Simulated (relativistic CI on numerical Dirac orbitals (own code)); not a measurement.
## Charge states of chlorine

Computed by Dirac-Coulomb-Breit CI, separate exchange-only KLI orbitals for each configuration, model QED, valence Slater integrals scaled by 0.9 (own radial code, finite nucleus).

Each species is treated in one configuration, given outside its closed core. Radial values are for the open shell of highest l, unscaled and averaged over j; ζ includes the Breit term. Labels give the leading LS character, summed over repeated terms.

| Ion | Configuration | Its lowest level | LS weight (%) | ⟨r⟩ (bohr) | ⟨r²⟩ (bohr²) | ζ (cm⁻¹) | Next level | E (cm⁻¹) |
| --- | --- | --- | --- | --- | --- | --- | --- | --- |
| Cl | 3s2.3p5 | 2P°_3/2 | 100 | 1.848 | 4.095 | 595.9 | 2P°_1/2 | 893.67 |
| Cl⁺ | 3s2.3p4 | 3P_2 | 100 | 1.716 | 3.467 | 689.5 | 3P_1 | 702.69 |
| Cl²⁺ | 3s2.3p3 | 4S°_3/2 | 100 | 1.613 | 3.033 | 788.7 | 2D°_3/2 | 20166 |
| Cl³⁺ | 3s2.3p2 | 3P_0 | 100 | 1.529 | 2.706 | 893.8 | 3P_1 | 494.97 |
| Cl⁴⁺ | 3s2.3p | 2P°_1/2 | 100 | 1.457 | 2.449 | 1005 | 2P°_3/2 | 1511 |
| Cl⁵⁺ | 3s2 | 1S_0 | 100 |  |  |  |  |  |
| Cl⁶⁺ | 3s | 2S_1/2 | 100 | 1.274 | 1.843 |  |  |  |
| Cl⁷⁺ | 2s2.2p6 | 1S_0 | 100 |  |  |  |  |  |
| Cl⁸⁺ | 2s2.2p5 | 2P°_3/2 | 100 | 0.3858 | 0.183 | 9034 | 2P°_1/2 | 13587 |
| Cl⁹⁺ | 2s2.2p4 | 3P_2 | 99 | 0.3736 | 0.1708 | 9686 | 3P_1 | 10857 |
| Cl¹⁰⁺ | 2s2.2p3 | 4S°_3/2 | 99 | 0.3623 | 0.16 | 10380 | 2D°_3/2 | 83356 |
| Cl¹¹⁺ | 2s2.2p2 | 3P_0 | 99 | 0.3518 | 0.1504 | 11100 | 3P_1 | 7185.3 |
| Cl¹²⁺ | 2s2.2p | 2P°_1/2 | 100 | 0.3423 | 0.1419 | 11870 | 2P°_3/2 | 17858 |
| Cl¹³⁺ | 2s2 | 1S_0 | 100 |  |  |  |  |  |
| Cl¹⁴⁺ | 2s | 2S_1/2 | 100 | 0.3791 | 0.1678 |  |  |  |
| Cl¹⁵⁺ | 1s2 | 1S_0 | 100 |  |  |  |  |  |

With one configuration, terms of near-neutral atoms and ions can be 10 to 25 % off, and close levels can change places.
